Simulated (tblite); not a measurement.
Compound: C3H7FOSi.
Numbering: `[O:1]=[CH:2][C@@H:3]([F:4])[CH2:5][SiH3:6]` (hydrogens: H7 on C2; H8 on C3; H9, H10 on C5; H11, H12, H13 on Si6)

Structure used (GFN2-xTB), in Å, numbered top down from 1:
```xyz
13
C3H7FOSi angstrom
O     -0.5550    1.6887    0.7301
C     -1.3849    0.8676    0.4584
C     -1.0429   -0.5648    0.1694
F     -2.1372   -1.1812   -0.4139
C      0.1980   -0.6688   -0.6900
Si     1.6576    0.3266    0.0540
H     -2.4600    1.1088    0.4028
H     -0.8928   -1.0757    1.1328
H     -0.0397   -0.2990   -1.6875
H      0.4607   -1.7205   -0.7950
H      1.7240    1.6843   -0.4672
H      2.8478   -0.3943   -0.4227
H      1.6200    0.2288    1.5109
```

Method: GFN2-xTB as coded in tblite; computed harmonic values from a numerical Hessian at the method's own geometry, unscaled. The method is semi-empirical: single wavenumbers can be off by several per cent or more. Modes of hydrogen on silicon can be 10 to 20 % off. One conformer, not necessarily the lowest.

Harmonic wavenumbers (cm⁻¹): 100.6, 124.2, 168.3, 272.9, 301.7, 337.7, 395.2, 541.8, 566.1, 576.1, 728.5, 756.4, 779.5, 818.7, 846.0, 864.4, 948.8, 1024.6, 1089.3, 1131.9, 1224.2, 1249.1, 1265.3, 1330.6, 1483.2, 1785.1, 2210.6, 2285.8, 2331.1, 2824.2, 2871.4, 2998.7, 3012.3.

A = 4376, B = 2083, C = 1492 MHz; mass 106.025 u (most abundant isotopes); point group C1, symmetry number 1.

Task: What is the zero-point energy?

Result: Half the sum of the wavenumbers: 19622 cm⁻¹ = 234.73 kJ/mol.

Task: Entropy at 350 K, 1 bar (ideal gas, RRHO, classical rotation)?

Result: Translation 170.35, rotation 117.31, vibration 88.61: S = 376.3 J/(mol K).

Task: And Cp and H(350 K) − H(0)?

Result: Cp = 139.14 J/(mol K), of which vibrations give 105.88 (their classical limit is 33 R = 274.4); H(350 K) − H(0) = 29.37 kJ/mol without the zero-point energy, 17.73 from vibrations.

Task: What must be added to the electronic energy to get the Gibbs energy at 350 K and 1 bar?

Result: ZPE + [H(350 K) − H(0)] − T·S = 234.73 + 29.37 − 131.70 = 132.40 kJ/mol.

Task: How do the functions run with temperature in this model?

Result: 
```tsv
T (K)	S (J/(mol K))	Cp (J/(mol K))	H − H(0) (kJ/mol)	G − H(0) (kJ/mol)	ln q(vib)
150	288.5	75.8	7.75	-35.53	1.28
250	334.8	108.4	16.95	-66.75	2.86
298.15	355.2	123.7	22.54	-83.36	3.67
400	395.8	152.6	36.67	-121.64	5.44
600	466.1	194.5	71.67	-208.02	8.94
900	553.1	233.6	136.42	-361.39	13.92
```

q(vib) and H(0) count from the zero-point level.

Task: Blend soft modes into free rotors: weight 1/[1 + (100 cm⁻¹/ν̃)⁴] for the oscillator and the rest for a rotor with moment μB/(μ + B), μ = h/(8π²ν), B = 10⁻⁴⁴ kg m². What vibrational entropy results?

Result: 86.32 J/(mol K) in place of 88.61, which changes −T·S at 350 K by +0.80 kJ/mol.

Hindered rotation and anharmonicity are outside this model. Other conformers, if any are populated, would add a mixing term that is left out. The structure is chiral; the term R ln 2 for an equal mix with its mirror image is left out.

The run took 0.18 s on an AMD EPYC 9R45 with one thread, no GPU (shared host). The figure is for the frequency step alone.
